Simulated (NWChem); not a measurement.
System: C3H7NSi; SMILES [C@H]1(N=C[SiH2]1)C

Output (shortened):

```
             Northwest Computational Chemistry Package (NWChem) 7.3.0
             --------------------------------------------------------

                             Geometry "geometry" -> ""
                             -------------------------

 Output coordinates in angstroms (scale by  1.889725989 to convert to a.u.)

  No.       Tag          Charge          X              Y              Z
 ---- ---------------- ---------- -------------- -------------- --------------
    1 C                    6.0000     0.48761400    -1.94080700    -0.28035500
    2 C                    6.0000     0.05251200    -0.70425600     0.47923900
    3 N                    7.0000    -1.31259000    -0.25010700     0.09665600
    4 C                    6.0000    -1.16651600     0.97884300    -0.25031200
    5 Si                  14.0000     0.69784800     1.04561300     0.01336800
    6 H                    1.0000     0.53187300    -1.75645800    -1.36525200
    7 H                    1.0000     1.48378200    -2.27396700     0.04836800
    8 H                    1.0000    -0.22436200    -2.76458800    -0.11135900
    9 H                    1.0000     0.05793400    -0.91327700     1.56338500
   10 H                    1.0000    -2.02517500     1.58465800    -0.57450800
   11 H                    1.0000     1.25984300     1.95246500     1.06539600
   12 H                    1.0000     1.55980900     1.16014700    -1.20631200

 Effective nuclear repulsion energy (a.u.)     217.5474247834

  xc_inp: hfexch multiplicative factor not found.
                              NWChem Property Module
                              ----------------------

  itol2e modified to match energy
  convergence criterion.

                                 NWChem DFT Module
                                 -----------------

 Summary of "ao basis" -> "ao basis" (spherical)
 ------------------------------------------------------------------------------
       Tag                 Description            Shells   Functions and Types
 ---------------- ------------------------------  ------  ---------------------
 C                          def2-svp                 6       14   3s2p1d
 N                          def2-svp                 6       14   3s2p1d
 Si                         def2-svp                 8       18   4s3p1d
 H                          def2-svp                 3        5   2s1p

  itol2e modified to match energy
  convergence criterion.

            General Information
            -------------------
          SCF calculation type: DFT
          Wavefunction type:  closed shell.
          No. of atoms     :    12
          No. of electrons :    46
           Alpha electrons :    23
            Beta electrons :    23
          Charge           :     0
          Spin multiplicity:     1
          Use of symmetry is: off; symmetry adaption is: off
          Maximum number of iterations: 150
          AO basis - number of functions:   109
                     number of shells:    53
          Convergence on energy requested:  1.00D-07
          Convergence on density requested:  1.00D-05
          Convergence on gradient requested:  5.00D-04

              XC Information
              --------------
                     Hartree-Fock (Exact) Exchange  1.000

      Superposition of Atomic Density Guess
      -------------------------------------

 Sum of atomic energies:        -459.35211057

      Non-variational initial energy
      ------------------------------

 Total energy =    -462.319303
 1-e energy   =   -1061.007937
 2-e energy   =     381.141209
 HOMO         =      -0.264538
 LUMO         =      -0.036362

   convergence    iter        energy       DeltaE   RMS-Dens  Diis-err
 ---------------- ----- ----------------- --------- --------- ---------
 d= 0,ls=0.0,diis     1   -460.7094465980 -6.78D+02  5.27D-03  3.57D-01
 d= 0,ls=0.0,diis     2   -460.7659662726 -5.65D-02  2.78D-03  9.11D-02
 d= 0,ls=0.0,diis     3   -460.7763700416 -1.04D-02  1.02D-03  1.42D-02
 d= 0,ls=0.0,diis     4   -460.7786780599 -2.31D-03  2.58D-04  3.50D-04
 d= 0,ls=0.0,diis     5   -460.7787676866 -8.96D-05  1.26D-04  6.48D-05
  Resetting Diis
 d= 0,ls=0.0,diis     6   -460.7787914064 -2.37D-05  6.92D-05  1.55D-05
 d= 0,ls=0.0,diis     7   -460.7787972932 -5.89D-06  1.21D-05  1.23D-06
 d= 0,ls=0.0,diis     8   -460.7787976844 -3.91D-07  7.04D-06  2.96D-07
 d= 0,ls=0.0,diis     9   -460.7787978262 -1.42D-07  8.59D-06  1.89D-07
 d= 0,ls=0.0,diis    10   -460.7787978989 -7.27D-08  9.84D-07  6.33D-09

         Total DFT energy =     -460.778797898905
      One electron energy =    -1064.553023819452
           Coulomb energy =      431.201514478059
    Exchange-Corr. energy =      -44.974713340869
 Nuclear repulsion energy =      217.547424783356

 Numeric. integr. density =        0.000000000000

                       DFT Final Molecular Orbital Analysis
                       ------------------------------------

 Vector   21  Occ=2.000000D+00  E=-4.242139D-01
              MO Center= -2.6D-01, -2.3D-03,  5.7D-02, r^2= 3.2D+00
   Bfn.  Coefficient  Atom+Function         Bfn.  Coefficient  Atom+Function
  ----- ------------  ---------------      ----- ------------  ---------------
    19      0.314073   2 C  py                5     -0.214013   1 C  py
    46     -0.211940   4 C  px               17      0.202079   2 C  s
    22      0.198849   2 C  py               48     -0.184746   4 C  pz
    65     -0.173276   5 Si py               45     -0.169303   4 C  s
    34      0.164044   3 N  pz               95      0.149079  10 H  s

 Vector   22  Occ=2.000000D+00  E=-4.143117D-01
              MO Center= -6.9D-01,  9.4D-02,  1.5D-02, r^2= 2.7D+00
   Bfn.  Coefficient  Atom+Function         Bfn.  Coefficient  Atom+Function
  ----- ------------  ---------------      ----- ------------  ---------------
    34      0.298023   3 N  pz               48     -0.266634   4 C  pz
    37     -0.237424   3 N  pz               51     -0.208522   4 C  pz
    90      0.206578   9 H  s                20      0.192144   2 C  pz
    46      0.181791   4 C  px               49      0.126551   4 C  px
    91      0.122491   9 H  s                33      0.121585   3 N  py

[...]

          -----------------------
          Electric field gradient
          -----------------------

 1 a.u. = 0.324123 10**(16) esu/cm**3  ( or statvolts/cm**2 ) = 0.97174 10**(22) v/m**2

 ------------------------------------------------------------
   Atom      X         Y         Z
 ------------------------------------------------------------
    1 C    0.92146  -3.66759  -0.52979
 ------------------------------------------------------------

 Electric field gradient in molecular frame (a.u.)
         XX             YY             ZZ             XY             XZ             YZ
 ------------------------------------------------------------------------------------------
        0.007507      -0.004008      -0.003499       0.007477      -0.006123      -0.008812

 Principal components (a.u.) and orientation
 of principal axis w.r.t. absolute frame                      Asymmetry parameter eta
 --------------------------------------------------------------------------------------
        0.015987      -0.012649      -0.003338                       0.582430

        0.750832      -0.073062      -0.656439
        0.480480       0.742362       0.466945
       -0.453200       0.666003      -0.592494

 ------------------------------------------------------------
   Atom      X         Y         Z
 ------------------------------------------------------------
    2 C    0.09923  -1.33085   0.90563
 ------------------------------------------------------------

 Electric field gradient in molecular frame (a.u.)
         XX             YY             ZZ             XY             XZ             YZ
 ------------------------------------------------------------------------------------------
       -0.189283       0.144903       0.044379       0.063829      -0.087229      -0.008539

 Principal components (a.u.) and orientation
 of principal axis w.r.t. absolute frame                      Asymmetry parameter eta
 --------------------------------------------------------------------------------------
       -0.227320       0.162623       0.064697                       0.430781

        0.942073       0.230130      -0.244005
       -0.154719       0.943629       0.292621
        0.297591      -0.237918       0.924573

 ------------------------------------------------------------
   Atom      X         Y         Z
 ------------------------------------------------------------
    3 N   -2.48044  -0.47263   0.18265
 ------------------------------------------------------------

 Electric field gradient in molecular frame (a.u.)
         XX             YY             ZZ             XY             XZ             YZ
 ------------------------------------------------------------------------------------------
        0.582062       0.315684      -0.897747       0.689812       0.072546      -0.266808

 Principal components (a.u.) and orientation
 of principal axis w.r.t. absolute frame                      Asymmetry parameter eta
 --------------------------------------------------------------------------------------
        1.157877      -0.990013      -0.167864                       0.710049

        0.763527      -0.167061      -0.623792
        0.643295       0.281352       0.712048
       -0.056550       0.944950      -0.322290

 ------------------------------------------------------------
   Atom      X         Y         Z
 ------------------------------------------------------------
    4 C   -2.20440   1.84975  -0.47302
 ------------------------------------------------------------

 Electric field gradient in molecular frame (a.u.)
         XX             YY             ZZ             XY             XZ             YZ
 ------------------------------------------------------------------------------------------
        0.221505       0.148626      -0.370131       0.060252       0.084003      -0.166067

 Principal components (a.u.) and orientation
 of principal axis w.r.t. absolute frame                      Asymmetry parameter eta
 --------------------------------------------------------------------------------------
       -0.433311       0.255665       0.177646                       0.180054

       -0.147746       0.856211      -0.495050
        0.285518       0.516157       0.807504
        0.946916      -0.022040      -0.320723

 ------------------------------------------------------------
   Atom      X         Y         Z
 ------------------------------------------------------------
    5 Si   1.31874   1.97592   0.02526
 ------------------------------------------------------------

 Electric field gradient in molecular frame (a.u.)
         XX             YY             ZZ             XY             XZ             YZ
 ------------------------------------------------------------------------------------------
        0.019235      -0.008442      -0.010793       0.282102      -0.098841       0.059568

 Principal components (a.u.) and orientation
 of principal axis w.r.t. absolute frame                      Asymmetry parameter eta
 --------------------------------------------------------------------------------------
       -0.317620       0.291160       0.026460                       0.833385

       -0.660257       0.734423      -0.157109
        0.668416       0.670007       0.322972
       -0.342462      -0.108231       0.933277

 ------------------------------------------------------------
   Atom      X         Y         Z
 ------------------------------------------------------------
    6 H    1.00509  -3.31922  -2.57995
 ------------------------------------------------------------

 Electric field gradient in molecular frame (a.u.)
         XX             YY             ZZ             XY             XZ             YZ
 ------------------------------------------------------------------------------------------
        0.156248       0.133658      -0.289905      -0.001311       0.019490       0.076214

 Principal components (a.u.) and orientation
 of principal axis w.r.t. absolute frame                      Asymmetry parameter eta
 --------------------------------------------------------------------------------------
       -0.304021       0.157470       0.146552                       0.035912

       -0.042168       0.980534      -0.191767
       -0.171521       0.181984       0.968226
        0.984278       0.073720       0.160508

 ------------------------------------------------------------
   Atom      X         Y         Z
 ------------------------------------------------------------
    7 H    2.80394  -4.29717   0.09140
 ------------------------------------------------------------

 Electric field gradient in molecular frame (a.u.)
         XX             YY             ZZ             XY             XZ             YZ
 ------------------------------------------------------------------------------------------
       -0.223851       0.111050       0.112801       0.126233      -0.126458       0.037854

 Principal components (a.u.) and orientation
 of principal axis w.r.t. absolute frame                      Asymmetry parameter eta
 --------------------------------------------------------------------------------------
       -0.307518       0.157831       0.149687                       0.026482

        0.905632      -0.421614       0.045516
       -0.300210      -0.561617       0.771012
        0.299507       0.711918       0.635191

 ------------------------------------------------------------
   Atom      X         Y         Z
 ------------------------------------------------------------
    8 H   -0.42398  -5.22431  -0.21044
 ------------------------------------------------------------

 Electric field gradient in molecular frame (a.u.)
         XX             YY             ZZ             XY             XZ             YZ
 ------------------------------------------------------------------------------------------
       -0.035620      -0.104440       0.140060      -0.219486       0.047941       0.051030

 Principal components (a.u.) and orientation
 of principal axis w.r.t. absolute frame                      Asymmetry parameter eta
 --------------------------------------------------------------------------------------
       -0.303233       0.154877       0.148356                       0.021503

        0.642948       0.643783      -0.414923
        0.749884      -0.418881       0.512067
       -0.155857       0.640377       0.752081

 ------------------------------------------------------------
   Atom      X         Y         Z
 ------------------------------------------------------------
    9 H    0.10948  -1.72584   2.95437
 ------------------------------------------------------------

 Electric field gradient in molecular frame (a.u.)
         XX             YY             ZZ             XY             XZ             YZ
 ------------------------------------------------------------------------------------------
        0.146546       0.135897      -0.282443       0.008548      -0.003727       0.082172

 Principal components (a.u.) and orientation
 of principal axis w.r.t. absolute frame                      Asymmetry parameter eta
 --------------------------------------------------------------------------------------
       -0.298066       0.157111       0.140956                       0.054200

        0.011817       0.591455       0.806252
       -0.186257       0.793498      -0.579369
        0.982430       0.143324      -0.119539

[...]
```

Level: Hartree-Fock/def2-SVP. Geometry: optimised at PBE0/def2-SVP. Not confirmed as a minimum by frequencies. NWChem prints the field gradient with the sign opposite to the second derivative of the potential.

Which NWChem input produces such a log?

Several could match; the one computed here: the input that was run:
```
start job
memory heap 200 mb stack 900 mb global 1100 mb
geometry units angstroms noautosym nocenter noautoz
  C      0.487614    -1.940807    -0.280355
  C      0.052512    -0.704256     0.479239
  N     -1.312590    -0.250107     0.096656
  C     -1.166516     0.978843    -0.250312
  Si     0.697848     1.045613     0.013368
  H      0.531873    -1.756458    -1.365252
  H      1.483782    -2.273967     0.048368
  H     -0.224362    -2.764588    -0.111359
  H      0.057934    -0.913277     1.563385
  H     -2.025175     1.584658    -0.574508
  H      1.259843     1.952465     1.065396
  H      1.559809     1.160147    -1.206312
end
basis spherical
  C library def2-svp
  N library def2-svp
  Si library def2-svp
  H library def2-svp
end
dft
  xc hfexch
  iterations 150
end
property
  efieldgrad
end
task dft property
```
